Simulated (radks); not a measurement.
Valence configurations of Ru I (all share [Kr]). All-electron calculation, Dirac Kohn-Sham, PBEsol, spin-unpolarised, spherical densities, finite nucleus; open shells are shared between the two j in proportion to 2j + 1; Fermi nuclear charge, rms radius 4.4809 fm. Program: a radial shooting solver on a logarithmic mesh with Libxc functionals. Energies are relative to 4d7 5s1; eigenvalues in eV.

4d7 5s1: E (eV) 0.000; e(4d3/2) -5.413; e(4d5/2) -5.091; e(5s1/2) -4.269
4d6 5s1 5p1: E (eV) 5.675; e(4d3/2) -9.364; e(4d5/2) -9.007; e(5p1/2) -2.220; e(5p3/2) -2.049; e(5s1/2) -6.214
4d8: E (eV) -0.332; e(4d3/2) -3.336; e(4d5/2) -3.041
4d7 5p1: E (eV) 3.516; e(4d3/2) -6.976; e(4d5/2) -6.648; e(5p1/2) -1.807; e(5p3/2) -1.678
4d6.5 5s0.5 5p1: E (eV) 4.407; e(4d3/2) -8.126; e(4d5/2) -7.784; e(5p1/2) -2.006; e(5p3/2) -1.857; e(5s1/2) -5.774
4d7 5s0.5 5p0.5: E (eV) 1.728; e(4d3/2) -6.236; e(4d5/2) -5.911; e(5p1/2) -1.408; e(5p3/2) -1.290; e(5s1/2) -4.850
4d5 5p3: E (eV) 19.015; e(4d3/2) -14.461; e(4d5/2) -14.064; e(5p1/2) -3.805; e(5p3/2) -3.549
4d5.5 5s0.5 5p2: E (eV) 11.799; e(4d3/2) -11.950; e(4d5/2) -11.573; e(5p1/2) -3.061; e(5p3/2) -2.847; e(5s1/2) -7.454
4d6 5p2: E (eV) 9.880; e(4d3/2) -10.654; e(4d5/2) -10.292; e(5p1/2) -2.851; e(5p3/2) -2.660
4d6.5 5s1.5: E (eV) 0.650; e(4d3/2) -6.608; e(4d5/2) -6.271; e(5s1/2) -4.743

NIST lists [Kr] 4d7 5s1 as the ground configuration; this level of theory puts 4d8 lower, by 0.332 eV. The energies are those of spherical spin-averaged densities, not of single terms.
